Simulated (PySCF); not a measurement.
Changes within a family of molecules, several properties at once.

PySCF, B3LYP/def2-SVPD, density fitting, gas phase; each molecule at its own PBE0-D3(BJ)/def2-SVP geometry, one conformer. Singlet excitations by full TDDFT with frozen cores, triplets by Tamm–Dancoff TDDFT and ionisation energies by ΔSCF, from the lowest of the holes tried. 

Torsions of the conformers computed, which needn't be the lowest (atom-mapped SMILES):
- `[NH2:1][SiH2:2][CH:3]=[O:4]`: N1–Si2–C3–O4 -163°, H–N1–Si2–C3 -141°, H–N1–Si2–C3 75°
- `[NH2:1][CH2:2][SiH2:3][NH2:4]`: N1–C2–Si3–N4 52°, H–N1–C2–Si3 68°, H–N1–C2–Si3 -46°, H–N4–Si3–C2 -151°, H–N4–Si3–C2 71°
- `[N:1]#[C:2][CH2:3][SiH2:4][NH2:5]`: C2–C3–Si4–N5 -52°, H–N5–Si4–C3 -161°, H–N5–Si4–C3 58°
- `[NH2:1][SiH2:2][PH2:3]`: H–N1–Si2–P3 53°, H–N1–Si2–P3 -166°, H–P3–Si2–N1 178°, H–P3–Si2–N1 83°
- `[NH2:1][SiH2:2][C:3]([F:4])([F:5])[F:6]`: N1–Si2–C3–F4 60°, H–N1–Si2–C3 74°, H–N1–Si2–C3 -74°
- `[NH2:1][SiH2:2][B:3]([Cl:4])[Cl:5]`: N1–Si2–B3–Cl4 13°, H–N1–Si2–B3 -37°, H–N1–Si2–B3 180°
- `[NH2:1][SiH2:2][C:3]([NH2:4])=[O:5]`: N1–Si2–C3–N4 -9°, H–N1–Si2–C3 137°, H–N1–Si2–C3 -87°, H–N4–C3–Si2 -1°, H–N4–C3–Si2 -178°
- `[NH2:1][SiH2:2][CH:3]([F:4])[F:5]`: N1–Si2–C3–F4 57°, H–N1–Si2–C3 158°, H–N1–Si2–C3 -59°
- `[NH2:1][SiH2:2][S:3][SiH3:4]`: N1–Si2–S3–Si4 -41°, H–N1–Si2–S3 -64°, H–N1–Si2–S3 144°

Reference: `N[SiH2]C=O`, with HOMO energy -6.70 eV, LUMO energy -1.91 eV, lowest singlet excitation 3.12 eV, lowest triplet excitation 2.45 eV, mean polarisability 52.4 au, dipole moment 3.55 D and vertical ionisation energy 9.12 eV.

Changes against it:

```json
{"molecule": "N[SiH2]C(F)(F)F", "Δ HOMO energy (eV)": "-1.12", "Δ LUMO energy (eV)": "+1.55", "Δ lowest singlet excitation (eV)": "+3.22", "Δ lowest triplet excitation (eV)": "+3.52", "Δ mean polarisability (au)": "-1.4", "Δ dipole moment (D)": "-0.97", "Δ vertical ionisation energy (eV)": "+1.13"}
{"molecule": "N[SiH2]B(Cl)Cl", "Δ HOMO energy (eV)": "-0.60", "Δ LUMO energy (eV)": "-0.37", "Δ lowest singlet excitation (eV)": "+1.03", "Δ lowest triplet excitation (eV)": "+1.28", "Δ mean polarisability (au)": "+26.5", "Δ dipole moment (D)": "-1.99", "Δ vertical ionisation energy (eV)": "+0.46"}
{"molecule": "N[SiH2]C(N)=O", "Δ HOMO energy (eV)": "+0.12", "Δ LUMO energy (eV)": "+1.38", "Δ lowest singlet excitation (eV)": "+1.53", "Δ lowest triplet excitation (eV)": "+1.61", "Δ mean polarisability (au)": "+9.0", "Δ dipole moment (D)": "+1.16", "Δ vertical ionisation energy (eV)": "-0.25"}
{"molecule": "N[SiH2]C(F)F", "Δ HOMO energy (eV)": "-0.85", "Δ LUMO energy (eV)": "+1.65", "Δ lowest singlet excitation (eV)": "+3.06", "Δ lowest triplet excitation (eV)": "+3.38", "Δ mean polarisability (au)": "-1.7", "Δ dipole moment (D)": "-0.84", "Δ vertical ionisation energy (eV)": "+0.82"}
{"molecule": "N[SiH2]S[SiH3]", "Δ HOMO energy (eV)": "-0.38", "Δ LUMO energy (eV)": "+1.61", "Δ lowest singlet excitation (eV)": "+2.73", "Δ lowest triplet excitation (eV)": "+3.07", "Δ mean polarisability (au)": "+33.3", "Δ dipole moment (D)": "-1.14", "Δ vertical ionisation energy (eV)": "+0.09"}
```

Rows whose labels were lost:

```
row  Δ HOMO energy (eV)  Δ LUMO energy (eV)  Δ lowest singlet excitation (eV)  Δ lowest triplet excitation (eV)  Δ mean polarisability (au)  Δ dipole moment (D)  Δ vertical ionisation energy (eV)
  P               -0.90               +1.71                             +3.20                             +3.51                       +10.5                +0.11                              +0.82
  Q               -0.34               +1.70                             +2.78                             +2.92                       +13.7                -2.30                              +0.09
  R               +0.48               +1.93                             +2.28                             +2.79                        +7.5                -1.82                              -0.49
```

Which row belongs to which of `NC[SiH2]N`, `N#CC[SiH2]N` and `N[SiH2]P`?

P = `N#CC[SiH2]N`, Q = `N[SiH2]P` and R = `NC[SiH2]N`. P and Q are told apart most clearly by the dipole moment (+0.11 against -2.30 D); P and R are told apart most clearly by the HOMO energy (-0.90 against +0.48 eV); Q and R are told apart most clearly by the HOMO energy (-0.34 against +0.48 eV).

Which row has the smallest HOMO–LUMO gap and which the largest, and does the HOMO or the LUMO shift more there?

Smallest, counted from the reference: `N[SiH2]B(Cl)Cl`, +0.23 eV (HOMO -0.60, LUMO -0.37), the larger shift being that of the HOMO. Largest: `N[SiH2]C(F)(F)F`, +2.67 eV (HOMO -1.12, LUMO +1.55), the larger shift being that of the LUMO. The gap of the reference itself lies below all of them.

Fit a straight line for the change of the lowest triplet excitation against that of the lowest singlet excitation over the labelled rows, and test it on P, Q and R.

Over the 5 labelled rows the slope is 1.07 eV/eV, the intercept +0.10 eV, r = 1.00 and the standard error 0.092 eV. P: predicted +3.52, computed +3.51 eV; Q: predicted +3.07, computed +2.92 eV; R: predicted +2.54, computed +2.79 eV. The mean miss is 0.14 eV, against 0.5 eV for guessing the labelled rows' mean: the line carries over to these rows.
